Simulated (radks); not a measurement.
Removal energies from the silicon ion Si10+, [He] 2s2, by Delta-SCF beside the eigenvalue of the level emptied. Calculated with a radial shooting solver on a logarithmic mesh with Libxc functionals: Dirac Kohn-Sham, relativistic LDA (MacDonald-Vosko exchange, VWN5 correlation), spin-unpolarised, spherical densities, finite nucleus; Fermi nuclear charge, rms radius of each element as measured or else 0.836 A^(1/3) + 0.57 fm. Sub-shells are occupied by j as written (lower j first in brackets).

removed from	final configuration	Delta-SCF (eV)	-eigenvalue (eV)
2s1/2	[He] 2s1	475.51	452.75
1s1/2	1s1 2s2	2302.0	2202.4
